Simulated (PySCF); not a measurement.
Ar²⁺: excitation energy

Ar²⁺ [Ne] 3s2 3p4 (3P) → Ar²⁺ [Ne] 3s1 3p4 3d1 (high-spin determinant), as a difference of total energies. Calculation: PySCF 2.14, in aug-cc-pVDZ-DK (5s4p2d, 27 functions); the spin-free X2C one-electron Hamiltonian (Gaussian nucleus). Correlated levels: valence: [Ne] frozen. The calculations carry no spin-orbit coupling.

```csv
method,excitation energy (eV)
UHF,34.569
MP2 (valence),35.082
SCS-MP2 (valence),35.035
CCSD (valence),34.224
CCSD(T) (valence),34.066
CCSDT (valence),33.900
```

Problem. How much does correlation contribute at CCSD(T) (valence)?

Solution. 34.066 − (34.569) = -0.503 eV, measured against UHF.

The promoted electron is Rydberg-like, and one or two diffuse shells describe it only roughly, which tends to raise the upper state.

The coupled-cluster amplitudes are large for the upper state (T1 above 0.03 or a double amplitude above 0.15), so a single reference is strained.

The determinant of the upper state mixes LS terms, which raises its energy above the lowest term, most at the Hartree-Fock and MP2 levels.
